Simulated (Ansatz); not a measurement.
Reaction (ligand exchange at the Si–O bond): `[OH][Mg][O][SiH3]` + `[CH3][Al]([OH])[OH]` → `[CH3][Al]([OH])[O][SiH3]` + `[OH][Mg][OH]`

Calculated with Ansatz (gas phase, PBE0-D4/def2-TZVP geometries, no zero-point term in ΔE). CCSD(T)/CBS adds triple-zeta CCSD(T) − MP2 to the extrapolated MP2 energy (def2 sets, frozen cores). DFT in def2-TZVPP. For Mg outer-core shells are correlated without core-valence functions, which leaves a few kJ/mol of doubt a bond. Each species was taken in one conformer, which may not be the lowest.

| level | ΔE (kcal/mol) |
| --- | --- |
| B97M-V | 2.9 |
| r2SCANh | 2.8 |

What does CCSD(T)/CBS give? (Best estimate.)

Computed: +3.2 kcal/mol. The listed levels differ from it by -0.3, -0.4 kcal/mol.

Largest T1 diagnostic among the species: 0.012.

Leaving LDA and LC-ωPBE aside and taking each functional with its dispersion term where it has one, the values, not all of them listed here, spread over 1.3 kcal/mol, from BHLYP-D4 to B97M-V.
